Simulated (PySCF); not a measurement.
FeI2: Fe(II) (d6), charge 0. The structure is a PBE0-D3(BJ)/def2-TZVP geometry optimised for multiplicity 5; coordination linear, point group D∞h, metal–donor distances 2.49 Å.

```
3

Fe    0.000    0.000    0.000
I     0.000    0.000    2.488
I     0.000    0.000   -2.488
```

Method (PySCF 2.14, density fitting): CASSCF(6,5) with orbitals averaged over the states of highest spin, strongly contracted NEVPT2 on the averaged canonical orbitals; basis x2c-TZVPall on the metal, x2c-SVPall elsewhere; spin-free X2C; gas phase; spin-orbit coupling by state interaction with the mean-field operator over all roots.

Which term lies lowest, and with what spin?

5Δg (S = 2, orbital degeneracy 2), orbital occupations from the lowest 1.5 1.5 1.0 1.0 1.0, by NEVPT2.

Where do the spin-allowed transitions within the shell lie?

By NEVPT2: 5Σg+ at 2417 cm⁻¹; 5Πg at 2932 cm⁻¹. All are electric-dipole forbidden at this geometry.

Which is the lowest state of another spin?

3Δg at 20690 cm⁻¹ by NEVPT2; CASSCF alone puts it at 21996 cm⁻¹ above the same ground state.

What ligand-field parameters describe the result?

At CASSCF level (the NEVPT2 levels don't fit a ligand-field model well): orbital energies 0, 0, 2358, 2358, 2833 cm⁻¹; B = 1132 cm⁻¹; C = 4225 cm⁻¹; B over its free-ion value at the same level 0.958; rms of the fit 190 cm⁻¹; ζ = 399 cm⁻¹ (free ion 412).

What are the magnetic parameters?

Degenerate or low-lying orbital states mix with the ground state, so no spin-only Hamiltonian applies. The lowest spin-orbit level is 2-fold; the next lies at 190.9 cm⁻¹. The two lowest states form a pseudo-doublet split by 0.000 cm⁻¹ with g_z = 12.01. μeff is 6.28 μB at 300 K and 6.06 μB at 10 K; the spin-only value is 4.90 μB.

No frequencies were computed for the optimised geometry. NEVPT2 lifts 5Πg from 2299 to 2932 cm⁻¹; on the d shell alone such lifts tend to overshoot. Gaps between spin states lean to high spin in this active space.

The job took 9.8 s on one thread of Arm Neoverse V2 (shared host), with 120 basis functions, launched as `OMP_NUM_THREADS=1 python lf_run.py task.json out`.
